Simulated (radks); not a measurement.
Task: Excited configurations of neutral zinc: one electron is placed in a higher orbital outside [Ar] 3d10 4s1. The ground configuration is [Ar] 3d10 4s2. All-electron calculation, Dirac Kohn-Sham, BLYP, spin-unpolarised, spherical densities, point nucleus; open shells are shared between the two j in proportion to 2j + 1. Program: a radial shooting solver on a logarithmic mesh with Libxc functionals. Excitation = E - E(ground); binding = E(ion) - E, where the ion is the core of charge +1; n* = 1/sqrt(2 binding) in atomic units, and the quantum defect is n - n*. Eigenvalue and <r> are those of j = l + 1/2.

outer orbital  excitation (eV)  binding (eV)     n*  quantum defect  eigenvalue (eV)  <r> (bohr)
4d                       8.402         1.538  2.974           1.026           -0.561       9.927
5s                       7.265         2.675  2.255           2.745           -1.447       7.728
5p                       8.059         1.881  2.689           2.311           -0.979       10.18
6d                       9.213         0.727  4.325           1.675           -0.401       27.57

Estimate the row for 4p.

Result: excitation (eV) 5.108; binding (eV) 4.833; n* 1.678; quantum defect 2.322; eigenvalue (eV) -2.028; <r> (bohr) 3.924. The Delta-SCF ionisation energy is 9.940 eV (NIST Atomic Spectra Database: 9.394 eV, measured). Self-interaction in the functional shifts the binding energies and quantum defects, so they are the method's values and not measured ones. Spin polarisation and multiplet splitting are left out, so open shells lie too high by an amount that depends on their filling.

Beside tabulated values, note that spin-unpolarised runs miss the spin-polarisation part of the exchange energy of open shells.
